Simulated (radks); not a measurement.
Task: Spherical quantum dot in the effective-mass picture: electrons in a well V = -V0 / (1 + exp((r - R)/a)) with V0 = 1.67, R = 10.8, a = 0.82, all in effective atomic units (hartree* = m*/eps^2 hartree, bohr* = eps/m* bohr), one dielectric constant everywhere. Method: non-relativistic Kohn-Sham, LDA (Slater exchange, Perdew-Wang correlation), spin-polarised, spherical densities; computed with a radial shooting solver with Libxc functionals. Levels are named by radial order and angular momentum (1s, 1p, 1d, 2s, ...), and open shells are averaged over m. Results are scaled to m* = 0.227 and eps = 6.8, for which hartree* = 133.6 meV and bohr* = 1.585 nm. At N = 5 the configuration is 1s2 1p(up 3, down 0). Does electron 6 go into 1d down or 1p down or 1d up?

Result: Into 1p down. The total energies of the other choices lie higher by 3.41 meV (1d up), 6.21 meV (1d down).
